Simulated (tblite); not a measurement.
C5H6FNSi.
SMILES: `N#C[C@H]1C/C(=C/F)[SiH2]1`

All values are computed: GFN2-xTB (tblite) harmonic vibrations without scaling, gas phase. Against measured fundamentals such values can be off by several per cent, at times by over 20. Modes of hydrogen on silicon can be 10 to 20 % off.

Harmonic wavenumbers (cm⁻¹): 29.4, 116.8, 165.9, 187.4, 270.0, 276.7, 397.2, 424.6, 463.6, 491.8, 552.3, 574.9, 611.0, 653.0, 684.2, 757.1, 798.9, 872.0, 988.9, 1045.9, 1082.3, 1094.1, 1115.1, 1116.6, 1229.8, 1253.5, 1272.6, 1454.4, 1718.6, 2296.0, 2323.5, 2389.0, 2962.7, 2976.6, 2991.1, 3039.2.

A = 4130, B = 925.7, C = 830.7 MHz; mass 127.025 u (most abundant isotopes); point group C1, symmetry number 1.

**Question.** Zero-point energy?

**Answer.** Half the sum of the wavenumbers: 20338 cm⁻¹ = 58.15 kcal/mol.

**Question.** Give the ideal-gas entropy at 350 K and 1 bar in the rigid-rotor, harmonic-oscillator model (classical rotation).

**Answer.** Translation 41.25, rotation 29.48, vibration 27.99: S = 98.7 cal/(mol K).

**Question.** And Cp and H(350 K) − H(0)?

**Answer.** Cp = 38.00 cal/(mol K), of which vibrations give 30.05 (their classical limit is 36 R = 71.5); H(350 K) − H(0) = 7.99 kcal/mol without the zero-point energy, 5.21 from vibrations.

**Question.** How do the functions run with temperature in this model?

**Answer.** 
```
 T (K)  S (cal/(mol K))  Cp (cal/(mol K))  H − H(0) (kcal/mol)  G − H(0) (kcal/mol)  ln q(vib)
   150             74.7              20.5                 2.07                -9.13       2.44
   250             87.4              29.8                 4.59               -17.25       4.47
298.15             93.0              34.0                 6.13               -21.59       5.49
   400            104.0              41.5                 9.98               -31.63       7.66
   600            123.0              52.0                19.41               -54.39      11.87
   900            146.0              61.5                36.56               -94.89      17.68
```

q(vib) and H(0) count from the zero-point level.

**Question.** Which modes carry the vibrational entropy at 350 K?

**Answer.** 29.4 cm⁻¹: 6.19; 116.8 cm⁻¹: 3.46; 165.9 cm⁻¹: 2.79; 187.4 cm⁻¹: 2.55; 270.0 cm⁻¹: 1.88; 276.7 cm⁻¹: 1.84 cal/(mol K); the other 30 give 9.29 together.

Hindered rotation and anharmonicity are outside this model. The structure is chiral; the term R ln 2 for an equal mix with its mirror image is left out.
